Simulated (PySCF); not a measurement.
C6H14P (charge +1).
SMILES with atom numbers: `[CH3:1][CH:2]([CH3:3])[C@@H:4]1[CH2:5][P@@H+:6]1[CH3:7]` (hydrogens: H8, H9, H10 on C1; H11 on C2; H12, H13, H14 on C3; H15 on C4; H16, H17 on C5; H18 on P6; H19, H20, H21 on C7)

The same species was optimised twice, with GFN2-xTB and with PBE0-D3(BJ)/def2-SVP (PySCF), and the same property calculations (PySCF, gas phase) were run on both structures.

```
     coordinate  GFN2-xTB  PBE0-D3(BJ)/def2-SVP  change
      P6–C7 (Å)     1.809                 1.794  -0.015
      C4–C5 (Å)     1.536                 1.521  -0.015
      C2–C4 (Å)     1.515                 1.519  +0.004
      C2–C3 (Å)     1.526                 1.523  -0.003
      C4–P6 (Å)     1.813                 1.810  -0.003
      C1–C2 (Å)     1.529                 1.528  -0.001
      C5–P6 (Å)     1.798                 1.798   0.000
   C5–P6–C7 (°)     117.8                 121.2    +3.4
   C3–C2–C4 (°)     109.8                 111.0    +1.2
   C2–C4–P6 (°)     119.8                 120.9    +1.1
   C4–P6–C7 (°)     124.0                 122.9    -1.1
   C1–C2–C3 (°)     111.4                 112.4    +1.0
   C4–P6–C5 (°)      50.3                  49.9    -0.4
   C5–C4–P6 (°)      64.3                  64.6    +0.3
   C4–C5–P6 (°)      65.3                  65.5    +0.2
C1–C2–C4–C5 (°)       -84                   -79      +5
```

Rotational constants: A = 3370, B = 1413, C = 1174 MHz (GFN2-xTB) against A = 3332, B = 1418, C = 1169 MHz (PBE0-D3(BJ)/def2-SVP). Point groups within 0.08 Å: C1 and C1.

On the GFN2-xTB structure: HOMO (eV) -13.15 [PBE0/pcSseg-1]; LUMO (eV) -5.09 [PBE0/pcSseg-1]; GIAO shielding of C1 (ppm) 163.9 [PBE0/pcSseg-1]; GIAO shielding of C2 (ppm) 151.4 [PBE0/pcSseg-1]; GIAO shielding of C3 (ppm) 159.5 [PBE0/pcSseg-1]; GIAO shielding of C4 (ppm) 144.5 [PBE0/pcSseg-1]; GIAO shielding of C5 (ppm) 173.0 [PBE0/pcSseg-1]; GIAO shielding of P6 (ppm) 485.6 [PBE0/pcSseg-1]; GIAO shielding of C7 (ppm) 187.8 [PBE0/pcSseg-1].

**Question.** What do these properties become on the PBE0-D3(BJ)/def2-SVP structure?

**Answer.** 
```json
{"property": "HOMO (eV)", "level": "PBE0/pcSseg-1", "on GFN2-xTB": "-13.15", "on PBE0-D3(BJ)/def2-SVP": "-13.07", "change": "+0.08"}
{"property": "LUMO (eV)", "level": "PBE0/pcSseg-1", "on GFN2-xTB": "-5.09", "on PBE0-D3(BJ)/def2-SVP": "-4.82", "change": "+0.27"}
{"property": "energy, GFN2-xTB geometry as zero (kcal/mol)", "level": "PBE0/pcSseg-1", "on GFN2-xTB": "0.0", "on PBE0-D3(BJ)/def2-SVP": "-1.3", "change": "-1.3"}
{"property": "GIAO shielding of C1 (ppm)", "level": "PBE0/pcSseg-1", "on GFN2-xTB": "163.9", "on PBE0-D3(BJ)/def2-SVP": "161.9", "change": "-2.0"}
{"property": "GIAO shielding of C2 (ppm)", "level": "PBE0/pcSseg-1", "on GFN2-xTB": "151.4", "on PBE0-D3(BJ)/def2-SVP": "150.7", "change": "-0.7"}
{"property": "GIAO shielding of C3 (ppm)", "level": "PBE0/pcSseg-1", "on GFN2-xTB": "159.5", "on PBE0-D3(BJ)/def2-SVP": "159.6", "change": "+0.1"}
{"property": "GIAO shielding of C4 (ppm)", "level": "PBE0/pcSseg-1", "on GFN2-xTB": "144.5", "on PBE0-D3(BJ)/def2-SVP": "149.4", "change": "+4.9"}
{"property": "GIAO shielding of C5 (ppm)", "level": "PBE0/pcSseg-1", "on GFN2-xTB": "173.0", "on PBE0-D3(BJ)/def2-SVP": "170.5", "change": "-2.5"}
{"property": "GIAO shielding of P6 (ppm)", "level": "PBE0/pcSseg-1", "on GFN2-xTB": "485.6", "on PBE0-D3(BJ)/def2-SVP": "481.8", "change": "-3.8"}
{"property": "GIAO shielding of C7 (ppm)", "level": "PBE0/pcSseg-1", "on GFN2-xTB": "187.8", "on PBE0-D3(BJ)/def2-SVP": "188.4", "change": "+0.6"}
```

The heavy atoms differ by 0.037 Å rms after alignment. Among bonds between heavy atoms C4–C5 and P6–C7 change most and about equally (-0.015 Å). Changes are differences of the printed values. Neither structure is proved a minimum here. Isolated species at its PBE0-D3(BJ)/def2-SVP geometry (one conformer only).

Conformer computed: `[CH3:1][CH:2]([CH3:3])[C@@H:4]1[CH2:5][P@@H+:6]1[CH3:7]`: C1–C2–C4–C5 -79°.
